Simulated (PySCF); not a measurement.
## Electron correlation in B⁺ (boron, charge +1)

[He] 2s2, closed-shell 1S. Computed with PySCF 2.14 in cc-pVTZ-DK (4s3p2d1f, 30 functions), with scalar relativity by spin-free X2C-1e. Frozen: 1s2; 2 electrons correlated.

Total MP2 correlation energy: -35.89 mhartree.

Same-spin part 0.00 and opposite-spin part -35.89 mhartree; SCS-MP2 scales them by 1/3 and 6/5 to -43.07 mhartree.

With two correlated electrons CCSD is exact within the correlated space (frozen core and kept virtual orbitals).

| level | correlation energy (mhartree) |
| --- | --- |
| CCSD | -59.75 |

Diagnostics: T1 = 0.012, D1 = 0.0170, largest double amplitude 0.150.

Question: Is a single reference adequate?

Answer: Not fully. A double-excitation amplitude exceeds 0.15, a sign of near-degeneracy.
